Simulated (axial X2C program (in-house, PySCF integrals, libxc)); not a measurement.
# NZrO: properties at the nuclei

Calculated with an axial X2C code built on PySCF integrals: two-component X2C with atomic mean-field Coulomb and Gaunt terms, Gaussian nuclei, basis N dyall-av3z, Zr dyall-v3z, O dyall-av3z with contracted cores.

N–Zr–O held linear, with bonds 1.824 and 1.831 Å (near the PBE0 minimum at charge 0 of the determinant lowest at the starting distance; the state shown can have its own minimum elsewhere, held linear; other orders of the atoms were not compared).

Determinant lowest in the PBE0 search, Ω = 1/2 (⟨Sz⟩ = 0.50, ⟨Lz⟩ = 0.00 at PBE0), spin on the atoms N 0.45, Zr -0.10, O 0.15:

```tsv
level	Eeff magnitude (GV/cm)	Ws magnitude Zr (kHz)	A∥/gI N (MHz)	qzz N (a.u.)	A∥/gI Zr (MHz)	qzz Zr (a.u.)	A∥/gI O (MHz)	qzz O (a.u.)	μ (D)
PBE0	0.214	0.361	235	0.48	748	-6.10	156	-0.11	0.10
HF	1.01	1.06	384	0.52	843	-6.54	130	-0.79	-1.14
BHandHLYP	0.361	0.519	285	0.54	842	-6.31	159	-0.34	-0.31
```

Eeff is the effective electric field on the electron electric dipole moment in this Ω state and Ws the scalar–pseudoscalar constant of the nucleus named (defined with the proton number Z and per Ω); A∥ (defined per Ω) follows by multiplying with gI = μI/(I μN); qzz is the electric field gradient, eQq0 = 234.96 MHz × Q/barn × qzz; μ is positive if the O end (last atom) is positive. The operators were transformed with the bare-nucleus X2C matrices; with these basis sets, hyperfine constants and field gradients can be off by tens of per cent, and where levels differ in sign neither size nor sign is settled.

With gI(14N) = 0.4038, Q(14N) = 0.02044 barn, gI(91Zr) = -0.5214, Q(91Zr) = -0.176 barn, gI(17O) = -0.7575 (g factors from the IAEA table of nuclear moments by Stone; Q from Pyykkö, Mol. Phys. 2018), turn the PBE0 values of the first state into constants in MHz.

A∥(14N) = 235 × 0.4038 = 94.9 MHz; eQq0(14N) = 234.96 × (0.02044) × (0.48) = 2.31 MHz; A∥(91Zr) = 748 × -0.5214 = -390 MHz; eQq0(91Zr) = 234.96 × (-0.176) × (-6.10) = 252 MHz; A∥(17O) = 156 × -0.7575 = -118 MHz.

The molecule was held linear; bending was not examined, so a bent shape may lie lower.

Each state is one determinant with collinear spin. Unrestricted Hartree–Fock can overshoot spin polarisation at the nuclei. Where Eeff spreads by more than a factor of two the levels disagree and none is to be relied on. The search compared states at one distance, so a state with another bond length can lie lower. Further determinants of the search, some of them spin-mixed, are not shown.
